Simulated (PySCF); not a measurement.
# Mayer bond orders and bond lengths

C6H6F2.
Numbering: `[F:1][C:2]1=[C:3]([F:4])[CH2:5][CH:6]=[CH:7][CH2:8]1` (hydrogens: H9, H10 on C5; H11 on C6; H12 on C7; H13, H14 on C8)

Cartesian coordinates in Å at the GFN2-xTB level; atoms count from 1:
```xyz
14
C6H6F2 angstrom
F     -1.666    2.051   -0.665
C     -0.814    1.052   -0.337
C      0.493    1.251   -0.274
F      1.039    2.461   -0.535
C      1.486    0.192    0.079
C      0.822   -1.120    0.351
C     -0.483   -1.318    0.289
C     -1.477   -0.257   -0.063
H      2.061    0.514    0.956
H      2.208    0.087   -0.740
H      1.488   -1.930    0.611
H     -0.901   -2.292    0.497
H     -2.201   -0.132    0.751
H     -2.056   -0.560   -0.944
```

Bond orders from the PBE0/pcSseg-1 density (PySCF). Geometry: GFN2-xTB; no solvent, vibrations or thermal averaging.

How far do the computed orders between heavy atoms stray from the drawn ones?

The largest departure is 0.241, at C2–C3 (drawn double, 1.759).

Give the Mayer order of every bond between heavy atoms, beside its length.

| bond | drawn as | length (Å) | Mayer order |
| --- | --- | --- | --- |
| F1–C2 | single | 1.353 | 0.899 |
| C2–C3 | double | 1.324 | 1.759 |
| C3–F4 | single | 1.353 | 0.899 |
| C3–C5 | single | 1.493 | 1.071 |
| C5–C6 | single | 1.496 | 1.043 |
| C6–C7 | double | 1.321 | 1.931 |
| C7–C8 | single | 1.496 | 1.043 |
| C8–C2 | single | 1.493 | 1.071 |

Bonds between the same two heavy elements. C–F: all 2 within 0.02 of one another (0.899 to 0.899). C–C: lowest C5–C6 and C7–C8 (1.043, 1.496 Å), highest C6–C7 (1.931, 1.321 Å). Bonds named together lie within 0.004.

And the bonds to hydrogen?

C–H: 0.91 to 0.96 (6 bonds).

Sum the orders of all bonds at each heavy atom with more than one neighbour and set the sums beside the valence in the SMILES.

C2 3.729 (drawn 4), C3 3.729 (drawn 4), C5 3.927 (drawn 4), C6 3.932 (drawn 4), C7 3.932 (drawn 4), C8 3.926 (drawn 4). Orders between atoms that aren't bonded are not in these sums.

The Mayer order sums products of elements of PS (density times overlap matrix) between the two atoms' basis functions, so it depends on the basis set.
